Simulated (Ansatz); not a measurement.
GeSe₂. The state is a singlet with charge 0. Geometry r2SCAN-D4/def2-TZVP, basis def2-TZVP, Ansatz.

Cartesian coordinates in Å:
```
Ge 0.400 -1.278 -0.065
Se 0.961 1.001 0.066
Se -1.361 0.277 -0.001
```

| run | HOMO (eV) | LUMO (eV) |
| --- | --- | --- |
| A | -8.64 | -0.79 |
| B | -6.16 | -2.80 |
| C | -5.12 | -3.48 |
| D | -6.32 | -2.80 |
| E | -5.37 | -3.47 |
| F | -8.32 | -0.84 |

LC-ωPBE has ω = 0.4 bohr⁻¹. The structure comes from a short search, and lower isomers may exist.

Problem. The runs used LC-ωPBE, PBE, PBE0, r2SCAN, r2SCAN0, ωB97X-V. Estimate which is which.

Solution. A LC-ωPBE (range-separated); B PBE0 (25 % exact exchange); C PBE (0 % exact exchange); D r2SCAN0 (25 % exact exchange); E r2SCAN (0 % exact exchange); F ωB97X-V (range-separated). Exact exchange lowers occupied and raises empty levels; among semilocal functionals meta-GGAs tend to open the gap a little, and such runs are hard to tell apart. The gap grows from 1.64 eV (PBE) to 7.86 eV (LC-ωPBE).
